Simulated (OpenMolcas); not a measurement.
Ni2+ with 6 ligands (bromide) in octahedral coordination (Oh). A charge of +0.667 e stands 3.2 Å behind each ligand. Ligand basis ANO-RCC-VDZP.

```yaml
Program: OpenMolcas
Method: CASSCF
Basis: ANO-RCC-VTZP [6s5p3d2f1g]
Scalar_Hamiltonian: DKH2, point nucleus
Active_space: 8 electrons in 5 orbitals (3d)
State_averaging: 2S+1 = 3 even, 10 roots; 2S+1 = 1 even, 15 roots
Spin-orbit_coupling: RASSI with atomic mean-field integrals over the reference wave functions
```

All ligands move together. At R = 2.55 Å |10Dq| is 3816 cm-1, and at R = 2.6 Å it is 3323 cm-1.

Problem. A third run gives 2168 cm-1. What distance was it run at?

Solution. With a power law R^-n the two known points give n = -ln(3323 / 3816) / ln(2.6 / 2.55) = 7.12. Then R = 2.55 × (3816 / 2168)^(1/7.12) = 2.761 Å. The run was at 2.76 Å, so the estimate is off by +0.001 Å.

Without dynamic correlation the repulsion within the d shell is too large (B by tens of per cent), so at a given field states of lower spin stand too high. Ligand-to-metal charge-transfer states are missing. With no ligand orbital active B as a rule stays too high, so bands that hang on it stand too high and its fall with covalency is understated. With metal d orbitals alone and no dynamic correlation the field as a rule comes out too small, by tens of per cent, by up to half for chloride and softer ligands, and the orbital part of g and χT, which goes as 1/10Dq, too large. No measured value stands beside these numbers; the geometry is a model, was not optimised and need not be the one that this ion takes.
